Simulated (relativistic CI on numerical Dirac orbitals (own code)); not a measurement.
# Sn3+: sensitivity of the levels to the model

Base calculation: Dirac-Coulomb-Breit CI, KLI orbitals optimised for each configuration, model QED (radiative potential, 1s self-energy scaled to tabulated hydrogen-like ionisation energies), valence Slater integrals scaled by 0.85, P86 correlation energy added to each configuration.

CI space (outside the closed core [Kr]): 4d10.5s, 4d10.5p, 4d10.5d, 4d10.5f, 4d10.5g, 4d10.6s, 4d9.5s2, 4d10.6p, 4d10.4f, 4d10.6d, 4d10.7s, 4d9.5s.4f, 4d10.7p, 4d8.5s.5p2, 4d9.5s.5p, 4d9.5p2. Levels of other configurations are missing.

The lowest level and the first level of each name with at least 55 % of one term (blank where a level has no safe partner in the second run):

```csv
Level,Base (cm⁻¹),Shift (cm⁻¹)
4d10.5s 2S_1/2,0.0,0.0
4d10.5p 2P°_1/2,67972.1,-4661.8
4d10.5p 2P°_3/2,74020.8,-10710.6
4d10.5d 2D_3/2,160086.8,-11699.8
4d10.5d 2D_5/2,160692.2,-12305.2
4d10.6s 2S_1/2,168423.3,-8411.9
4d9.5s2 2D_5/2,172333.5,+23490.1
4d9.5s2 2D_3/2,180527.0,+15296.6
4d10.6p 2P°_1/2,191794.1,-9469.3
4d10.6p 2P°_3/2,193824.6,-11499.8
4d10.4f 2F°_7/2,208627.5,-11816.3
4d10.4f 2F°_5/2,208744.2,-11933.0
4d9.5s.5p 4P°_5/2,226995.6,+17277.6
4d10.6d 2D_3/2,228416.0,-11809.7
4d10.6d 2D_5/2,228715.7,-12109.3
4d10.7s 2S_1/2,230983.5,-10421.2
4d9.5s.5p 4F°_7/2,231937.9,+15761.8
4d9.5s.5p 4F°_5/2,232071.3,+15628.4
4d9.5s.5p 4P°_3/2,232183.1,+12090.1
4d9.5s.5p 4F°_9/2,234730.7,+12969.0
4d9.5s.5p 4F°_3/2,236286.2,+11413.5
4d9.5s.5p 4P°_1/2,237217.9,+7055.3
```

Correlation outside the listed configurations is missing or only estimated: errors of thousands of cm⁻¹ between configurations and terms are usual at this charge. Rates and lifetimes follow the computed energies and can be off by large factors. The fine structure of a lone outer electron comes out too small, for d and f at times inverted, and misplaced configurations move strength between like terms. 15 of the 15 excited levels that our extract of the measured tables holds in this range could be paired (the sources list more); they are missed by 4535 cm⁻¹ on average and 6632 at most, and levels without a partner can miss by more.

(1) One thing was changed in a second run, which moved the levels as shown. Which?
A. QED terms removed
B. valence Slater integrals scaled by 0.75
C. Breit term removed
D. non-relativistic limit
E. self-excluded LDA correlation estimate
F. configuration mixing switched off

Answers

(1) D. Non-relativistic limit. Without relativity the fine structure collapses and s electrons lose their extra binding.

LS names give the leading component of a level, which can be under half, so a name can repeat, a term be missing and a line seem to break the LS rules.
